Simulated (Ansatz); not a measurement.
`C[CH2][Al]([F])[Cl]` + H–F → `[F][Al]([F])[Cl]` + `CC` at 600 K and 1 bar (ligand exchange at the Al–C bond).

Calculated with Ansatz (gas phase, PBE0-D4/def2-TZVP geometries, no zero-point term in ΔE). CBS: MP2 limit from def2 TZ/QZ plus the TZ coupled-cluster correction, frozen cores. This one scheme is used for every species. One conformer a species, not always the lowest.

| species | CCSD(T)/CBS energy (Eh) | H − E (kJ/mol) | S (J/(mol·K)) |
| --- | --- | --- | --- |
| `C[CH2][Al]([F])[Cl]` | -880.86334 | 241.3 | 453.0 |
| H–F | -100.39570 | 42.3 | 194.0 |
| `[F][Al]([F])[Cl]` | -901.60711 | 54.4 | 348.7 |
| `CC` | -79.71954 | 228.8 | 274.9 |

H − E and S are ideal-gas, rigid-rotor, harmonic terms from PBE0-D4/def2-TZVP, for one conformer and one mirror image of each species. 1 Eh = 2625.50 kJ/mol, R = 8.31446 J/(mol·K).

By hand: ΔE, ΔH, ΔS and ΔG.

ΔE = (-901.60711) + (-79.71954) − (-880.86334) − (-100.39570) = -0.06761 Eh = -177.5 kJ/mol. Δ(H − E) = 54.4 + 228.8 − 241.3 − 42.3 = -0.4, so ΔH = -177.9 kJ/mol. ΔS = 348.7 + 274.9 − 453.0 − 194.0 = -23.4 J/(mol·K). ΔG = -177.9 − 600 × (-23.4)/1000 = -163.9 kJ/mol.

By hand: the equilibrium constant, and the temperature at which ΔG would vanish if ΔH and ΔS stayed fixed.

log₁₀ K = −ΔG/(RT ln 10) = 14.3. ΔG = 0 at ΔH/ΔS = 7603 K, far beyond where these terms or the molecules hold.

ΔH outweighs TΔS. A doubt of 5 kJ/mol in ΔE shifts log₁₀ K by 0.4 here. Other conformers and mirror images would add mixing entropy, several J/(mol·K) or more a flexible species. Modes under 60 cm⁻¹, often nearly free rotors, make the harmonic entropy too high. These are equilibria of isolated gas molecules and say nothing of rates. Largest T1 diagnostic: 0.012 (customary marks: 0.02 for closed shells, 0.045 for open ones).
